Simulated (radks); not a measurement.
Values are calculated unless marked as measured or tabulated.
Question: These are the eigenvalues of the occupied orbitals of an atom or ion with whole-number occupations (Ry). Code: a radial shooting solver on a logarithmic mesh with Libxc functionals. Model: scalar-relativistic Kohn-Sham, LB94 model potential, spin-polarised, spherical densities, finite nucleus; Fermi nuclear charge, rms radius of each element as measured or else 0.836 A^(1/3) + 0.57 fm.

| orbital | eigenvalue |
|---|---|
| 1s up | -6727.983 |
| 1s down | -6727.946 |
| 2s up | -1247.737 |
| 2s down | -1247.722 |
| 2p up | -1074.879 |
| 2p down | -1074.868 |
| 3s up | -335.4780 |
| 3s down | -335.4555 |
| 3p up | -286.0356 |
| 3p down | -286.0123 |
| 3d up | -236.3069 |
| 3d down | -236.2892 |
| 4s up | -110.0570 |
| 4s down | -109.9524 |
| 4p up | -93.73551 |
| 4p down | -93.64670 |
| 4d up | -75.06608 |
| 4d down | -74.98962 |
| 4f up | -54.52696 |
| 4f down | -54.45812 |
| 5s up | -50.84171 |

Which element is it, and in what charge state? The configuration may be excited. Open shells, if any, are filled with parallel spins first.

Answer: Z = 83, bismuth, charge +23: Bi23+ in [Kr] 4d10 4f13 5s1. The list shows which subshells hold electrons but not how many an open one holds; the 1s level, -3364 hartree, gives Z - s = 82.0 by -(Z - s)^2/2, which with screening and relativity narrows Z to a few neighbours, and the depths of the outer levels then fix element, charge and occupations together.
